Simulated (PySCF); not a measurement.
TeF2, SMILES F[Te]F.

Coordinates come from a B3LYP-D3(BJ)/def2-TZVP optimisation. The def2 effective core potentials stand for the cores of Te; spin–orbit coupling is left out.

Computed with B3LYP/def2-TZVPD (PySCF).

Symmetry labels are those of the subgroup C2v that the program uses (full group C2v).

Computed valence orbital energies around the gap with their symmetry:
```tsv
orbital	symmetry	energy (eV)
HOMO−7	A1	-18.19
HOMO−6	B2	-13.52
HOMO−5	A1	-12.70
HOMO−4	B1	-12.35
HOMO−3	A2	-11.76
HOMO−2	B2	-11.58
HOMO−1	A1	-11.36
HOMO	B1	-6.60
LUMO	B2	-3.16
LUMO+1	A1	-2.46
LUMO+2	A1	-0.02
LUMO+3	B1	0.55
```
